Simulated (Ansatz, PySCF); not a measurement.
Gas-phase reaction in SMILES: NC=O -> [NH2] (NH2) + [CH]=O (the C-N bond at the site shown breaks; other sites are not compared here)
Structures are relaxed separately at B3LYP-D3(BJ)/def2-TZVP in Ansatz (an electronic-structure program), one conformer each, not searched for the lowest.
Geometry of the first species:
```xyz
6

N     -1.0698     0.1943     0.1075
C      0.2724     0.3136    -0.0479
O      1.0507    -0.6113    -0.0819
H     -1.4767    -0.7220     0.2042
H     -1.6667     1.0020     0.1281
H      0.5920     1.3678    -0.1427
```

Quantity: bond dissociation energy (enthalpy at 298 K, with B3LYP-D3(BJ) rigid-rotor harmonic-oscillator terms from PySCF), in kcal/mol. Cores are frozen in the correlated levels unless marked. UHF or UKS for open shells. No spin-orbit coupling. Non-relativistic unless marked X2C. FCI takes restricted orbitals. CBS(X,Y): correlation extrapolated as X^-3; Hartree-Fock from the larger set. The bracket is a focal-point correction in the basis named.

```csv
level,program,bond dissociation energy (kcal/mol)
HF/aug-cc-pVDZ,Ansatz,69.7
```

Predict the RI-MP2/CBS(aug-cc-pVTZ,aug-cc-pVQZ)+[CCSD(T)-MP2]/aug-cc-pVTZ result (Ansatz).

99.5 kcal/mol, so HF/aug-cc-pVDZ differs from it by -29.8 kcal/mol.
